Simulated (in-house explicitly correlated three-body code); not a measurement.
Results of a calculation; reference values are marked as such.
**Taking the two-electron ground state apart, Z = 1.34**

A variational code in 260 exponentially correlated functions gives, for two electrons around a point charge Z = 1.34 (non-relativistic, fixed nucleus, atomic units): E = -1.1105645, <1/r> = 1.028392 per electron, <1/r12> = 0.534961. From its density, U = 1.215652 (Hartree energy) and T_s = 1.078312 (kinetic energy of the doubly filled orbital √(n/2)). Further, <r²> = 3.65817 per electron, <r12²> = 7.81865 and <p1·p2> = 0.0755764.

Check the virial theorem, and compare with the screened hydrogenic estimate.

V = −2Z<1/r> + <1/r12> = -2.756091 + 0.534961 = -2.221130, and 2E = -2.221129, so T = −E = 1.110564. A product of 1s orbitals with exponent Z − 5/16 = 1.0275 gives −1.0275² = -1.05576, which is 54.8 millihartree too high.

Find the exchange and correlation energies of density-functional theory.

For two electrons in one orbital E_x = −U/2 = -0.607826. The potential part of correlation is U_c = <1/r12> − U − E_x = -0.072865, the kinetic part T_c = T − T_s = 0.032253, and E_c = T_c + U_c = -0.040612 hartree. Restricted Hartree-Fock gives -1.070282, so the correlation energy of wave-function theory is -0.040282.

What do the second moments say about angular correlation and diamagnetism?

From r12² = r1² + r2² − 2 r1·r2, <r1·r2> = <r²> − <r12²>/2 = -0.25115 bohr². It vanishes for a product of s orbitals, and its negative sign shows that the electrons favour opposite sides of the nucleus. The Langevin susceptibility is −0.79199e-6 × 2<r²> = -5.794e-6 cm³/mol.

How does a model nuclear mass of 2.7 u change the ionisation energy, to first order in m/M (1 hartree = 27.211386 eV)?

m/M = 1/(2.7 × 1822.8885) = 2.03178e-04. With a fixed nucleus the second electron is bound by −Z²/2 − E = 0.212764 hartree = 5.7896 eV. The reduced mass scales this by 1 − m/M, a change of -1.176 meV. The mass-polarisation term raises the two-electron state by (m/M)<p1·p2> = 15.36 microhartree, a further -0.418 meV. The sum is 5.7880 eV, before relativistic and QED terms.
